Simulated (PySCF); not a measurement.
A PySCF script (with the pyscf-properties extension) for the NMR shieldings of `P[SiH](P)N1CCCC1`, C4H13NP2Si, on a PBE0-D3(BJ)/def2-SVP geometry:

```python
import basis_set_exchange as bse
import numpy as np
from pyscf import gto, dft
from pyscf.prop import nmr

atoms = """
P     2.019544    2.285628   -0.596088
Si    1.628338    0.233233    0.289391
P     2.507115   -1.289833   -1.152826
N    -0.082823   -0.002379    0.335369
C    -0.705392   -1.323030    0.300728
C    -2.206652   -1.039392    0.386625
C    -2.329222    0.360428   -0.204694
C    -1.088721    1.048616    0.350623
H     1.867255    2.965622    0.652987
H     3.434933    2.152859   -0.439401
H     2.292054    0.097745    1.630968
H     2.477296   -2.351951   -0.194673
H     3.849992   -0.929371   -0.815817
H    -0.371582   -1.971601    1.131430
H    -0.457063   -1.852828   -0.640324
H    -2.810793   -1.795922   -0.134721
H    -2.526392   -1.027278    1.441447
H    -2.266232    0.315948   -1.304457
H    -3.265096    0.872244    0.063011
H    -1.287071    1.427298    1.374627
H    -0.777391    1.913289   -0.260605
"""
names = dict.fromkeys(["P", "Si", "N", "C", "H"], "pcSseg-1")
basis = {el: gto.basis.parse(bse.get_basis(n, elements=[el], fmt="nwchem")) for el, n in names.items()}
mol = gto.M(atom=atoms, basis=basis, charge=0, verbose=0)
mf = dft.RKS(mol, xc="PBE0")
mf.grids.level = 2
mf.grids.alignment = dft.numint.BLKSIZE   # the property module wants whole blocks of grid points
mf.conv_tol = 1e-9
mf.kernel()

calc = nmr.RKS(mf)   # GIAO
C = mf.mo_coeff
Co = C[:, mf.mo_occ > 0]
resp = mf.gen_response(singlet=True, hermi=2)
def vind(x):   # induced exchange potential for any number of trial vectors
    d = np.einsum("pi,xij,qj->xpq", C, 2 * x.reshape(-1, C.shape[1], Co.shape[1]), Co, optimize=True)
    return np.einsum("xpq,pi,qj->xij", resp(d - d.transpose(0, 2, 1)), C, Co, optimize=True).ravel()
mo1, _ = nmr.rhf.solve_mo1(calc, with_cphf=vind)
sigma = calc.kernel(mo1)
for i, s in enumerate(sigma):   # ppm
    print("%2d %-2s %9.2f" % (i, mol.atom_pure_symbol(i), np.trace(s) / 3))
```

Q: What are the results?

A: 
```
 0 P     580.70
 1 Si    360.09
 2 P     574.22
 3 N     228.80
 4 C     134.54
 5 C     153.46
 6 C     154.03
 7 C     132.20
 8 H      29.17
 9 H      29.82
10 H      24.86
11 H      29.14
12 H      29.92
13 H      28.40
14 H      28.41
15 H      29.42
16 H      29.62
17 H      29.71
18 H      29.67
19 H      28.52
20 H      28.21
```

These numbers come from an equivalent density-fitted implementation of the same equations, which agrees with the script to about 0.01 ppm for H and up to a few tenths of a ppm for heavy atoms, so last digits may differ.

Q: Turn these shieldings into chemical shifts. Scale: H3PO4 for 31P (310.13 ppm); TMS for 29Si (351.99 ppm), 13C (184.41 ppm), 1H (31.27 ppm); NH3 for 15N (265.67 ppm) (reference shieldings calculated alike).

A: Averaging equivalent atoms: P 0/2: -267.3; Si 1: -8.1; N 3: 36.9; C 4/7: 51.0; C 5/6: 30.7; H 10: 6.41; H 13/14/19/20: 2.88; H 8/9/11/12: 1.75; H 15/16/17/18: 1.66 ppm. Experimental scales use liquid or dissolved standards, which lie at an offset from isolated NH3 (liquid NH3: subtract about 20 ppm) and H3PO4.

Size and cost of the density-fitted run: 222 basis functions, 82 s wall time on 1 thread of an Arm Neoverse N1, shared host; peak memory 1.1 GiB.
